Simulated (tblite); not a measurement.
C3H8NOSi (doublet state).
Structure used (GFN2-xTB), in Å, numbered top down from 1:
```
atom  x, y, z in Å
C1     1.9810    0.1837    0.7026
C2     1.1271   -0.9730    0.1889
C3    -0.0257   -0.4619   -0.6534
O4    -0.0125   -0.5172   -1.8906
Si5   -1.4438    0.3849    0.1707
N6    -2.7891    0.7193   -0.8337
H7     1.3849    0.8518    1.3226
H8     2.8126   -0.1911    1.2955
H9     2.3813    0.7540   -0.1323
H10    1.7357   -1.6319   -0.4332
H11    0.7368   -1.5444    1.0344
H12   -1.8137    0.3614    1.5715
H13   -2.6735    0.5656   -1.8242
H14   -3.4019    1.4982   -0.6555
```

Method: GFN2-xTB as coded in tblite; computed harmonic values from a numerical Hessian at the method's own geometry, unscaled. Errors from tens to a few hundred cm⁻¹ against measured bands are possible. Modes of hydrogen on silicon can be 10 to 20 % off. One conformer, not necessarily the lowest. Open shells enter through the occupations alone, without spin polarisation, and single modes of such species can be off by tens of per cent.

Harmonic wavenumbers (cm⁻¹): 25.5, 79.1, 103.4, 145.2, 200.6, 206.5, 246.6, 321.9, 426.2, 477.0, 524.0, 590.1, 668.7, 798.3, 827.4, 926.2, 985.1, 1053.9, 1071.5, 1161.1, 1234.1, 1296.4, 1403.7, 1467.8, 1484.4, 1494.5, 1500.8, 1565.8, 2374.8, 2960.2, 2990.1, 3015.1, 3027.0, 3041.0, 3455.3, 3496.2.

A = 5298, B = 1722, C = 1413 MHz; mass 102.038 u (most abundant isotopes); point group C1, symmetry number 1; spin multiplicity 2.

What is the zero-point energy?

½Σν̃ = 23323 cm⁻¹ = 279.00 kJ/mol.

Entropy at 400 K, 1 bar (ideal gas, RRHO, classical rotation)?

Translation 172.65, rotation 119.20, vibration 148.53, spin (R ln 2) 5.76: S = 446.1 J/(mol K).

And Cp and H(400 K) − H(0)?

Cp = 161.96 J/(mol K), of which vibrations give 128.70 (their classical limit is 36 R = 299.3); H(400 K) − H(0) = 42.01 kJ/mol without the zero-point energy, 28.70 from vibrations.

Which modes carry the vibrational entropy at 400 K?

25.5 cm⁻¹: 28.18; 79.1 cm⁻¹: 18.79; 103.4 cm⁻¹: 16.59; 145.2 cm⁻¹: 13.81; 200.6 cm⁻¹: 11.21; 206.5 cm⁻¹: 10.98 J/(mol K); the other 30 give 48.98 together.

What must be added to the electronic energy to get the Gibbs energy at 400 K and 1 bar?

ZPE + [H(400 K) − H(0)] − T·S = 279.00 + 42.01 − 178.46 = 142.55 kJ/mol.

How do the functions run with temperature in this model?

| T (K) | S (J/(mol K)) | Cp (J/(mol K)) | H − H(0) (kJ/mol) | G − H(0) (kJ/mol) | ln q(vib) |
| --- | --- | --- | --- | --- | --- |
| 100 | 290.7 | 76.8 | 5.49 | -23.58 | 2.11 |
| 200 | 354.0 | 108.4 | 14.81 | -56.00 | 4.65 |
| 300 | 403.3 | 136.3 | 27.06 | -93.94 | 7.02 |
| 500 | 484.7 | 184.0 | 59.33 | -183.02 | 11.34 |
| 800 | 582.3 | 231.2 | 122.19 | -343.67 | 17.10 |
| 1000 | 636.3 | 252.4 | 170.65 | -465.66 | 20.55 |

q(vib) and H(0) count from the zero-point level.

Blend soft modes into free rotors: weight 1/[1 + (100 cm⁻¹/ν̃)⁴] for the oscillator and the rest for a rotor with moment μB/(μ + B), μ = h/(8π²ν), B = 10⁻⁴⁴ kg m². What vibrational entropy results?

133.74 J/(mol K) in place of 148.53, which changes −T·S at 400 K by +5.91 kJ/mol.

Hindered rotation and anharmonicity are outside this model. Other conformers, if any are populated, would add a mixing term that is left out. The structure is chiral; the term R ln 2 for an equal mix with its mirror image is left out.
